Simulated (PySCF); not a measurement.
PySCF input for BH2N, SMILES B=N, HF/pcSseg-2. Geometry optimised at PBE0-D3(BJ)/def2-TZVPD.

```python
import numpy as np
from pyscf import gto, scf, dft
from pyscf.prop.nmr import rhf as nmr

mol = gto.M(
    atom='''
    B     0.00000000    0.00000000    0.69168246
    N     0.00000000    0.00000000   -0.54122809
    H     0.00000000    0.00000000    1.86330339
    H     0.00000000    0.00000000   -1.53311903
    ''',
    basis='pcSseg-2',
    charge=0,
    spin=0,
    max_memory=1600,
    verbose=3,
)
mf = scf.RHF(mol)
mf.conv_tol = 1e-10
mf.max_cycle = 100
mf.kernel()
n = nmr.NMR(mf)
n.verbose = 2
n.max_cycle_cphf = 60
sigma = n.kernel()
print('atom   isotropic/ppm   span/ppm')
for i, s in enumerate(sigma):
    w = np.linalg.eigvalsh((s + s.T) / 2)
    print(f'{mol.atom_symbol(i):2s}{i + 1:3d} {w.mean():14.3f} {w[2] - w[0]:11.3f}')
```

Log of the run:

```
converged SCF energy = -80.3264172457052
atom   isotropic/ppm   span/ppm
B   1        110.349     158.462
N   2        172.114     259.794
H   3         29.687       9.677
H   4         30.225      21.839
```

The calculation finished and met its thresholds.

Cost: around 6 core-seconds (rough).
